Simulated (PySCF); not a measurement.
Computed IR spectrum (relative IR intensity) of a molecule C2H6ClFSi. Coordinates come from a PBE-D3(BJ)/def2-SVP optimisation. The values are those of a single conformer. Computed with PBE-D3(BJ)/def2-SVP run with PySCF 2.14.0. Frequencies are harmonic and unscaled.

Lines under 2 % of the strongest are left out, and lines within 2 cm⁻¹ are merged.

ν (cm⁻¹): 254 (w), 271 (w), 497 (m), 657 (m), 770 (w), 794 (vs), 827 (vs), 901 (vs), 1223 (m), 1226 (w), 1380 (vw), 1384 (w), 3082 (vw) (against the strongest line: vs over 80 %, s over 45 %, m over 15 %, w over 4 %, vw less)

Question: Which molecule gave these data?
A) C[C@@H](F)[SiH2]Cl
B) F[SiH2]CCCl
C) F[C@@H](Cl)C[SiH3]
D) C[Si](C)(F)Cl

Answer: D, C[Si](C)(F)Cl
